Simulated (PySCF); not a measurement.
# How methods differ on the electron affinity of Pb

Pb⁻ [Xe] 4f14 5d10 6s2 6p3 (4S) → Pb [Xe] 4f14 5d10 6s2 6p2 (3P), as a difference of total energies. Calculation: PySCF 2.14, in aug-cc-pwCVTZ-DK3 (11s10p8d5f1g, 125 functions); the spin-free X2C one-electron Hamiltonian (Gaussian nucleus). Correlated levels: valence: [Xe] 4f14 5d10 frozen; valence and next inner shell: [Kr] 4d10 4f14 frozen. The calculations carry no spin-orbit coupling.

```
                                method  electron affinity (eV)  difference from reference (eV)
                                   UHF                   0.865                          +0.508
                                   LDA                   1.479                          +1.122
                                   PBE                   1.321                          +0.964
                                  PBE0                   1.303                          +0.946
                                r2SCAN                   1.407                          +1.050
                         MP2 (valence)                   1.216                          +0.859
                     SCS-MP2 (valence)                   1.079                          +0.722
    MP2 (valence and next inner shell)                   1.309                          +0.952
SCS-MP2 (valence and next inner shell)                   1.127                          +0.770
```

Reference: 0.357 eV (measured; photodetachment measurements, as compiled on the Wikipedia data page of electron affinities).

Spin-orbit coupling is strong in these open shells (close to jj coupling). The scalar numbers leave it out and a first-order estimate fails, so it can dominate the gap to the real levels.

Errors of the correlated levels include the incompleteness of this basis and the frozen core.

In the anion the highest occupied orbital energy is positive at LDA, PBE, PBE0, r2SCAN, a self-interaction effect; the basis confines that electron, and the energy difference can still be sensible.
